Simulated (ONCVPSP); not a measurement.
Cu (Z = 29), ONCV: configuration errors across variants

```json
{"Element": "Cu (Z = 29)", "Generator": "ONCVPSP 4.0.1", "Type": "optimised norm-conserving Vanderbilt (ONCV)", "Functional": "LDA (Perdew-Wang 92)", "Relativity": "scalar-relativistic", "Frozen core": "[Ar]", "Valence charge": "11", "Reference configuration": "3d9 4s2", "Partial waves": "4s: rc 2.20 bohr, ncon 4, nbas 7, qcut 2.5 1/bohr, 2 projectors, debl 1.3 Ha; p scattering state at 0.32 Ha: rc 2.25 bohr, ncon 5, nbas 8, qcut 4.1 1/bohr, 2 projectors, debl 3.9 Ha; 3d: rc 0.90 bohr, ncon 4, nbas 9, qcut 17.4 1/bohr, 2 projectors, debl 1.1 Ha", "Local potential": "polynomial inside 0.85 bohr (lpopt 5, dvloc0 0 Ha)", "Core correction": "polynomial model core, fcfact 0.3"}
```

In the p channel the program set the typed energies aside and used 0.050, 3.950 Ha.

All-electron excitation energies from the reference (eV): (1) 3d10 4s1 -2.012; (2) 3d10 4s0 6.417; (3) 3d9 4s0 28.106; (4) 3d9 4s1 9.892.

A true bound ghost makes a file unfit for plane-wave use even where its test errors are small: the radial tests pick states by their node count and pass the ghost by.

Errors AE − PS in meV (a dash: test not solved or not reliable):

```csv
change,(1),(2),(3),(4),bound ghosts,GHOST(+) flags above zero
base,-68,-128,-49,-8.0,s,p
"d: rc 0.62; local potential polynomial inside 0.62 bohr (lpopt 5, dvloc0 0 Ha)",-73,-136,-50,-8.2,"s, p",none
"d: rc 0.8; local potential polynomial inside 0.80 bohr (lpopt 5, dvloc0 0 Ha)",-69,-131,-49,-8.1,s,p
d: rc 0.88,-68,-129,-49,-8.0,s,p
d: rc 1,-67,-126,-48,-7.9,s,p
d: rc 1.12,-65,-122,-46,-7.6,s,p
```

Task: Give the same row for: d: rc 1.26.

Result: -63, -116, -44, -7.3; bound ghosts: s; GHOST(+) flags above zero: p.
